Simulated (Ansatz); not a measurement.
YO₂, SMILES [O]=[Y]=[O] (connectivity only; charge and spin as stated), neutral, multiplicity 2. Atoms are numbered in the order given.

```xyz
3

Y      0.0000     0.0000     0.2113
O      0.0000     1.7034    -0.6197
O      0.0000    -1.7034    -0.6197
```
Charge 0, spin multiplicity 2.

Geometry optimised at PBE0-D3(BJ)/def2-TZVP. The def2 effective core potentials stand for the cores of Y; spin–orbit coupling is left out.

Two levels are set side by side: PBE-D3(BJ)/def2-TZVP (Ansatz, a quantum-chemistry and plane-wave program) and PBE0-D3(BJ)/def2-TZVP (Ansatz). Each level has its own optimised geometry; the coordinates shown are those of the second. Differences are taken from unrounded values.

| quantity | PBE0-D3(BJ) | PBE-D3(BJ) | PBE-D3(BJ) minus PBE0-D3(BJ) |
|---|---|---|---|
| mean bond length (Å) | 1.895 | 1.913 | 0.018 |
| bond Y1–O2 (Å) | 1.895 | 1.913 | 0.018 |
| bond Y1–O3 (Å) | 1.895 | 1.913 | 0.018 |

GGA bonds tend to be longer and softer than those of functionals with exact exchange. Differences between two approximate levels are no errors against the true value.
